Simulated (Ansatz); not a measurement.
## Reading a saddle point

A first-order saddle point of SnSiH₇Cl, closed shell, PBE0-D4/def2-TZVP, with one imaginary mode of 972i cm⁻¹:

```json
{"atom": "Sn1", "x (Å)": "-0.6997", "y (Å)": "0.4690", "z (Å)": "-1.1400"}
{"atom": "Cl2", "x (Å)": "1.9419", "y (Å)": "1.4347", "z (Å)": "-0.8933"}
{"atom": "H3", "x (Å)": "-0.1762", "y (Å)": "-0.2183", "z (Å)": "-2.5932"}
{"atom": "H4", "x (Å)": "-1.9900", "y (Å)": "-0.4981", "z (Å)": "-0.5049"}
{"atom": "H5", "x (Å)": "-1.1564", "y (Å)": "2.0944", "z (Å)": "-1.0591"}
{"atom": "H6", "x (Å)": "0.9600", "y (Å)": "0.3822", "z (Å)": "0.0457"}
{"atom": "Si7", "x (Å)": "0.3072", "y (Å)": "-0.7142", "z (Å)": "1.2547"}
{"atom": "H8", "x (Å)": "-0.7943", "y (Å)": "-0.1866", "z (Å)": "2.0962"}
{"atom": "H9", "x (Å)": "0.0116", "y (Å)": "-2.0967", "z (Å)": "0.8049"}
{"atom": "H10", "x (Å)": "1.5960", "y (Å)": "-0.6663", "z (Å)": "1.9891"}
```

Ansatz 0.2.0; basis: def2-TZVPP and def2-QZVPP; cores frozen in the correlated methods. Filled d shells of the heavier atoms are correlated. Core potentials replace the inner electrons of the atoms past krypton. The def2 sets are not built for correlating such inner shells, so the correlated values are less sure here. Extrapolation: Hartree–Fock as exp(−7.88 √X), correlation as X^−2.97.

(1) Which contacts change along the imaginary mode, and what lies on either side? (Judge from chemistry; the calculation decides.)

(2) Which side is lower, and how far does the saddle lie above each? (Judge from chemistry; the value comes from the calculation.)

T1 diagnostic: at most 0.015. The start structure is not quite a true minimum (one mode of 33i cm⁻¹).

## Answers

(1) By the calculation: The step is SnH₃Cl ([Cl][SnH3]) + SiH₄ → SnSiH₆ ([SiH3][SnH3]) + HCl, with the molecules in contact on both sides. Shortening one way: Sn1–Si7, Cl2–H6; lengthening the same way: Sn1–Cl2, H6–Si7.
```json
{"pair": "Sn1–Si7", "one side (Å)": "4.47", "saddle (Å)": "2.85", "other side (Å)": "2.56"}
{"pair": "Cl2–H6", "one side (Å)": "3.35", "saddle (Å)": "1.72", "other side (Å)": "1.28"}
{"pair": "Sn1–Cl2", "one side (Å)": "2.33", "saddle (Å)": "2.82", "other side (Å)": "4.00"}
{"pair": "H6–Si7", "one side (Å)": "1.48", "saddle (Å)": "1.76", "other side (Å)": "3.12"}
```

(2) The calculation gives: The side with Sn1–Cl2, H6–Si7 short is lower by 61.5 kJ/mol; the saddle lies 215.8 kJ/mol above it and 154.4 kJ/mol above the other (CCSD(T) at an estimated basis limit (MP2 extrapolated from triple and quadruple zeta, plus CCSD(T) − MP2 in triple zeta); electronic energies).

Labels in which every atom is bracketed show which atoms are joined, not bond orders.

For scale, one of the runs: CCSD(T)/def2-TZVPP, 232 basis functions, launched by `ansatz run in.yaml --threads 4 --pin off --events-out ev --progress --plain --max-ram 9574MiB`. The run took 2.3 min on 4 CPU threads of an Intel Xeon (shared host), with 4.1 GiB of host memory at its peak.
